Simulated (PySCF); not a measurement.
## A ladder for the ionisation energy of In²⁺

In²⁺ [Kr] 4d10 5s1 (2S) → In³⁺ [Kr] 4d10 (1S). Scalar values calculated with PySCF 2.14 in x2c-TZVPPall with one added diffuse shell each of s, p, d, f type (spin-free X2C; valence and next inner shell: [Ar] 3d10 frozen; valence: [Kr] 4d10 frozen). The spin-orbit shift comes from two-component X2C-1e calculations (generalised Hartree-Fock, GHF, and MP2 on its spinors, GMP2) in x2c-QZVPPall-2c: GMP2 gives 28.068 eV without and 28.070 eV with screened spin-orbit coupling, a shift of 0.002 eV (GHF: 0.002 eV). Sums use unrounded values; where a UHF row is shifted, it takes the GHF shift.

| method | scalar (eV) | plus spin-orbit shift (eV) | error (eV) |
| --- | --- | --- | --- |
| UHF | 26.661 | 26.662 | -1.382 |
| MP2 (valence and next inner shell) | 27.923 | 27.926 | -0.119 |
| SCS-MP2 (valence and next inner shell) | 27.718 | 27.720 | -0.324 |
| CCSD (valence and next inner shell) | 27.811 | 27.813 | -0.231 |
| CCSD(T) (valence and next inner shell) | 27.849 | 27.851 | -0.193 |
| LDA | 28.966 | 28.969 | 0.925 |
| PBE | 28.545 | 28.547 | 0.503 |
| PBE0 | 28.205 | 28.207 | 0.163 |
| r2SCAN | 28.239 | 28.241 | 0.197 |
| TPSS | 28.167 | 28.169 | 0.125 |
| wB97X | 27.740 | 27.742 | -0.302 |
| M06-2X | 28.014 | 28.017 | -0.027 |
| wB97M-V | 27.773 | 27.775 | -0.269 |

Reference: 28.044 eV (measured; NIST Atomic Spectra Database, ionization energies).

The errors of the correlated levels include the incompleteness of the basis and the frozen core, so a lower level can come closer by cancellation.
